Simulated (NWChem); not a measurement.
System: C₂H₇BO; SMILES B(C)OC

```xyz
11

B     -0.4298     0.5332     0.0018
H     -1.6321     0.3235     0.0034
C      0.1561     1.9848     0.0029
H     -0.2122     2.5396     0.8830
H     -0.2160     2.5435    -0.8732
H      1.2554     2.0105     0.0007
O      0.4043    -0.5252    -0.0002
C     -0.0385    -1.8567    -0.0013
H      0.3457    -2.3708    -0.8962
H      0.3560    -2.3754     0.8865
H     -1.1394    -1.9212     0.0048
```
Atoms are numbered in this order, from 1.

Geometry: optimised at PBE0/def2-SVP.

Question: Give the principal values of the shielding tensors (ppm) of B1, C3, O7, C8 from Hartree-Fock/6-31G* (spherical d), GIAO (NWChem), with their diamagnetic and paramagnetic parts as GIAO splits them.

Answer: 
```json
[
 {"atom": "B1", "σ11": "42.3", "σ22": "83.4", "σ33": "108.3", "isotropic": "78.0", "diamagnetic": "193.5", "paramagnetic": "-115.5"},
 {"atom": "C3", "σ11": "180.5", "σ22": "195.2", "σ33": "204.3", "isotropic": "193.3", "diamagnetic": "252.3", "paramagnetic": "-59.0"},
 {"atom": "O7", "σ11": "44.5", "σ22": "234.2", "σ33": "374.3", "isotropic": "217.7", "diamagnetic": "392.6", "paramagnetic": "-174.9"},
 {"atom": "C8", "σ11": "115.7", "σ22": "128.0", "σ33": "193.5", "isotropic": "145.7", "diamagnetic": "245.3", "paramagnetic": "-99.6"}
]
```
